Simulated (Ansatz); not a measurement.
**Telling isomers of CH5FNSi− apart by their spectra**

These gas-phase data were calculated for one isomer of CH5FNSi− at r2SCAN-D4/def2-SVPD (harmonic, unscaled wavenumbers; equilibrium rotational constants with average atomic masses):

| Quantity | Value |
| --- | --- |
| rotational constants | 14.5, 3.257, 2.916 GHz |
| all wavenumbers above 1500 cm⁻¹ | 2857, 2815, 2771, 2128, 1990 |

Candidates:

(1) `C[N-][SiH2]F`, a singlet
(2) `C[Si@H]([NH-])F`, a singlet

Problem. Assign the data to one candidate and say why.

Solution. Candidate (1). No mode falls between 3250 and 3800 cm⁻¹, where the N–H stretch of (2) would stand.

The same quantities for all candidates:

```
     rotational constants (GHz)   wavenumbers above 1500 cm⁻¹  E above the lowest, r2SCAN-D4/def2-SVPD (kcal/mol)
(1)          14.5, 3.257, 2.916  2857, 2815, 2771, 2128, 1990                                                17.3
(2)           6.622, 5.65, 3.48  3529, 3094, 3081, 2989, 2092                                                 0.0
```

Each candidate is one conformer. Programs: Ansatz 0.2.0.
